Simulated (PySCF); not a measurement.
Cl3In, SMILES [Cl][In-]([Cl])[Cl], charge -1, multiplicity 2. Atoms are numbered in the order given.

```xyz
4

In     0.0000     0.0000    -0.4299
Cl    -2.0629     1.1910     0.4131
Cl     0.0000    -2.3821     0.4131
Cl     2.0629     1.1910     0.4131
```
Charge -1, spin multiplicity 2.

Geometry: PBE-D3(BJ)/def2-SVPD. The def2 effective core potentials stand for the cores of In; spin–orbit coupling is left out.

These are PySCF 2.14.0 with PBE-D3(BJ)/def2-SVPD values and carry that method's errors.

Frequencies are harmonic and unscaled.

Modes within 1.5 cm⁻¹ of each other (mostly degenerate sets) share a row, with their intensities summed.

```csv
mode,ν (cm⁻¹),IR (km/mol),moving atoms (share of kinetic energy)
1–2,69,4.4,"Cl 88 %, In 12 %"
3,80,6.4,"Cl 65 %, In 35 %"
4,244,16.6,"Cl 87 %, In 13 %"
5–6,258,181.4,"Cl 69 %, In 31 %"
```
